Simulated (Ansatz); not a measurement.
The cluster Cs2Cl2. Charge 0, multiplicity 1. Geometry PBE-D4/def2-TZVP.

```xyz
4

Cs    2.273   -0.260   -0.272
Cs   -2.273    0.260    0.272
Cl   -0.328   -0.783   -1.996
Cl    0.328    0.783    1.996
```

In the def2 sets Cs takes a core potential; there is no spin–orbit coupling. LC-ωPBE has ω = 0.4 bohr⁻¹. The structure comes from a short search, and lower isomers may exist.

Estimate the orbital energies around the gap (eV) in Ansatz with PBE-D4/def2-TZVP, PBE-D4/def2-TZVPD, r2SCAN-D4/def2-TZVPD, r2SCANh-D4/def2-TZVP, LC-ωPBE/def2-TZVP.


```tsv
orbital	PBE-D4/def2-TZVP	PBE-D4/def2-TZVPD	r2SCAN-D4/def2-TZVPD	r2SCANh-D4/def2-TZVP	LC-ωPBE/def2-TZVP
HOMO−9	-12.66	-12.66	-13.08	-13.62	-17.08
HOMO−8	-12.64	-12.63	-13.06	-13.60	-17.05
HOMO−7	-12.62	-12.62	-13.05	-13.58	-17.02
HOMO−6	-12.51	-12.51	-12.94	-13.47	-16.87
HOMO−5	-5.43	-5.47	-5.69	-6.15	-9.41
HOMO−4	-5.35	-5.39	-5.62	-6.08	-9.35
HOMO−3	-5.33	-5.37	-5.61	-6.07	-9.31
HOMO−2	-5.26	-5.30	-5.56	-6.01	-9.29
HOMO−1	-5.23	-5.27	-5.52	-5.97	-9.25
HOMO	-5.22	-5.26	-5.51	-5.97	-9.21
LUMO	-1.10	-1.09	-0.44	-0.40	0.23
LUMO+1	-0.82	-0.81	-0.18	-0.17	0.24
LUMO+2	0.01	0.02	0.40	0.49	0.87
LUMO+3	0.05	0.06	0.49	0.52	0.92
LUMO+4	0.15	0.15	0.55	0.58	0.94
LUMO+5	0.19	0.18	0.58	0.65	0.99
```
